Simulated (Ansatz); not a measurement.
Compare A (`C=C(O)S[SiH3]`) with its isomer B (`[SiH3]C1(S)CO1`).

Isolated molecules relaxed with PBE0-D4/def2-TZVP in Ansatz; ΔE leaves out vibrations. CCSD(T)/CBS adds triple-zeta CCSD(T) − MP2 to the extrapolated MP2 energy (def2 sets, frozen cores). Functionals use def2-TZVPP. One conformer a species, not always the lowest.

Q: Which is lower in electronic energy at CCSD(T)/CBS, and by how much? (An estimate is asked.)

A: Computed: A, by 138.9 kJ/mol.

Q: Give E(B) − E(A) in kJ/mol with PBE0-D4, BLYP-D4, CCSD/def2-TZVPP, HF/def2-TZVPP, B2PLYP, r2SCAN-D4, LDA (SPW92). (An estimate is asked.)

A: The calculation gave: PBE0-D4 133.7, BLYP-D4 143.6, CCSD/def2-TZVPP 134.0, HF/def2-TZVPP 148.6, B2PLYP 139.9, r2SCAN-D4 137.5, LDA (SPW92) 130.5. None reverses the order clearly.

Q: Does the order hold for the free energy at 298.15 K (harmonic terms from PBE0-D4)? (Best estimate.)

A: Ansatz gave: Yes: G(B) − G(A) = +135.4 kJ/mol, for one conformer each. Modes under 60 cm⁻¹, often nearly free rotors, make the harmonic entropy too high.

Largest T1 diagnostic: 0.013.

Leaving LDA and LC-ωPBE aside and taking each functional with its dispersion term where it has one, the values, not all of them listed here, spread over 20.6 kJ/mol, from ωB97X-V to BHLYP-D4. In def2-TZVPP, CCSD(T) changes the Hartree–Fock value by −14.3 kJ/mol (the triples alone add +0.3 kJ/mol) and MP2 by −15.1 kJ/mol.
